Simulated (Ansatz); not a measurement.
```xyz
13

C     1.271    1.247    0.759
Si   -0.161    0.025    0.597
Al    0.503   -2.323    0.384
Si   -1.450    0.562   -1.287
H     1.942    1.169   -0.100
H     1.854    1.046    1.660
H     0.903    2.274    0.813
H    -1.081    0.178    1.767
H    -0.576   -3.479    0.547
H     2.002   -2.725    0.027
H    -2.635   -0.334   -1.385
H    -1.928    1.973   -1.250
H    -0.646    0.389   -2.531
```

Total charge 0; spin multiplicity 1.

(1) List the ωB97M-V/def2-TZVPP orbital energies in eV (Ansatz 0.2.0). (An estimate is asked.)

## Answers

(1) Computed: Occupied: -1806.69, -1806.47, -1532.24, -281.17, -147.81, -147.60, -116.84, -101.92, -101.91, -101.91, -101.71, -101.70, -101.69, -76.53, -76.32, -76.30, -22.39, -18.15, -16.12, -14.21, -14.00, -13.64, -12.20, -12.08, -11.42, -10.75, -10.30, -9.08. Lowest empty: -0.48, 1.43, 1.97, 2.29, 2.60, 2.81, 2.95, 3.22.
